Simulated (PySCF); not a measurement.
PySCF 2.14 output of an unrestricted PBE0 calculation on a single atom or ion in def2-SVP, with no relativity, point nucleus:

```
SCF conv_tol = 1e-09
number electrons alpha = 10  beta = 9
    C. Adamo and V. Barone.,  J. Chem. Phys. 110, 6158 (1999)
    M. Ernzerhof and G. E. Scuseria.,  J. Chem. Phys. 110, 5029 (1999)
cycle= 1 E= -677.067636830444  delta_E= -0.00037  |g|= 0.00114  |ddm|= 0.158
cycle= 2 E= -677.067640651733  delta_E= -3.82e-06  |g|= 0.000138  |ddm|= 0.0209
cycle= 3 E= -677.067640724429  delta_E= -7.27e-08  |g|= 6.1e-06  |ddm|= 0.00336
cycle= 4 E= -677.06764072452  delta_E= -9.15e-11  |g|= 3.05e-07  |ddm|= 0.000112
converged SCF energy = -677.06764072452  <S^2> = 0.75005072  2S+1 = 2.0000507
```

The run itself started from symmetry-adapted Hartree-Fock orbitals and held the occupation by maximum overlap, on a logarithmic radial grid, so the iterations belong to that start.

Q: Which element, charge and spin multiplicity is this?

A: Ca⁺ (calcium, charge +1), multiplicity 2; the state was [Ar] 4s1, 2S determinant.
